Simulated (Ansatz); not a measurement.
`N[SiH2]S[Si](N)(F)F` + CH₃NH₂ → `CN[Si](N)(F)F` + `N[SiH2]S`  (ligand exchange at the Si–S bond)

Program: Ansatz. Geometries: PBE0-D4/def2-TZVP. ΔE: electronic, gas phase. CBS: MP2 limit from def2 TZ/QZ plus the TZ coupled-cluster correction, frozen cores. Functionals use def2-TZVPP. B3LYP here is the variant with VWN-RPA as its local correlation; programs differ in this. Each species was taken in one conformer, which may not be the lowest.

**Question.** Is it downhill or uphill in electronic energy at CCSD(T)/CBS, and by how much? (Best estimate.)

**Answer.** The calculation gave: Downhill: ΔE = -3.5 kJ/mol.

**Question.** What do these levels give: r2SCAN-D4, B3LYP-D4, PBE, r2SCAN, PBE0, B3LYP, MP2/def2-TZVPP, CCSD/def2-TZVPP, HF/def2-QZVPP, MP2/def2-QZVPP, HF/CBS(def2), MP2/CBS(def2)? (Estimate.)

**Answer.** The calculation gave: r2SCAN-D4 1.3, B3LYP-D4 -2.4, PBE 3.1, r2SCAN 0.1, PBE0 -0.7, B3LYP -9.9, MP2/def2-TZVPP -2.2, CCSD/def2-TZVPP -10.2, HF/def2-QZVPP -19.8, MP2/def2-QZVPP -0.8, HF/CBS(def2) -19.9, MP2/CBS(def2) 0.7 kJ/mol.

Largest T1 diagnostic among the species: 0.011.

From PBE to PBE0 (25 % exact exchange), in def2-TZVPP and without D4, ΔE moves by −3.7 kJ/mol. The D4 term adds +7.5 kJ/mol with B3LYP and +4.3 kJ/mol with PBE0; it sums over pairs of atoms, weighted by their polarisabilities, and B3LYP, whose exchange is more repulsive, gets the larger term. In def2-TZVPP, CCSD(T) changes the Hartree–Fock value by +12.5 kJ/mol (the triples alone add +3.8 kJ/mol) and MP2 by +16.7 kJ/mol.
